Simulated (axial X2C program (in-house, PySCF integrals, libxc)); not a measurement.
## Ionising CaF

Calculated with an in-house relativistic program for diatomic molecules, spin-free (one-electron X2C) or two-component (2c: spin–orbit coupling with atomic mean-field Coulomb and Gaunt terms, which also bring small scalar terms), in Dyall basis sets with cores contracted in-house; open shells are unrestricted.

Basis sets: Ca dyall-cv3z, F dyall-av3z. Frozen shells (counts by l): CaF Ca 3s2p, F 1s, 9 electrons correlated; CaF⁺ Ca 3s2p, F 1s, 8 electrons correlated. Where the outer core of a metal is frozen, bonds come out longer and ionisation energies lower.

```tsv
Hamiltonian	level	CaF state	Re (Å)	ωe (cm⁻¹)	De (eV)
spin-free	HF	M_S = 1/2, Λ = 0	1.980	581.7	4.17
spin-free	PBE0	M_S = 1/2, Λ = 0	1.938	595.5	5.63
spin-free	MP2	M_S = 1/2, Λ = 0	2.003	553.0	5.92
2c	HF	Ω = 1/2	1.980	581.7	4.16
2c	PBE0	Ω = 1/2	1.938	595.5	5.63
2c	MP2	Ω = 1/2	2.003	553.0	5.91
```

Adiabatic ionisation energy (minimum to minimum, no zero-point term) and constants of CaF⁺:

```csv
Hamiltonian,level,CaF⁺ state,IE (eV),Re (Å),ωe (cm⁻¹),De (eV),fragments
spin-free,HF,"M_S = 0, Λ = 0",5.59,1.896,684.8,3.72,Ca+ + F
spin-free,PBE0,"M_S = 0, Λ = 0",5.80,1.859,700.1,5.84,Ca+ + F
spin-free,MP2,"M_S = 0, Λ = 0",5.60,1.916,653.0,6.02,Ca+ + F
2c,HF,Ω = 0,5.58,1.896,684.7,3.71,Ca+ + F
2c,PBE0,Ω = 0,5.80,1.859,700.1,5.84,Ca+ + F
2c,MP2,Ω = 0,5.59,1.916,653.0,6.01,Ca+ + F
```

Add the zero-point terms to the ionisation energy at MP2, 2c, and say whether the electron removed was bonding.

IE0 = IE + (ωe⁺ − ωe)/2 = 5.59 + (0.006) = 5.60 eV. Re changes by -0.087 Å, so the bond shortens, as on loss of an antibonding or a polarising non-bonding electron.

Close the cycle De(CaF⁺) + IE(CaF) = De(CaF) + IE(Ca) to find the atomic ionisation energy at MP2, 2c.

IE(Ca) = 6.01 + 5.59 − 5.91 = 5.69 eV, for the determinants used.

Each entry is the lowest single determinant of a limited PBE0 search at one distance. De goes to single-determinant-based atoms at the same level (for ions the charge split of lowest energy) and is withheld (n/a) where an atom does not fit its ground term or J level. Main or longest-lived isotopes. Some light 2c atoms are not at their ground J level, so De misses part of their lowering (0.04 eV or less). The functionals have no current term, which raises determinants with orbital currents.
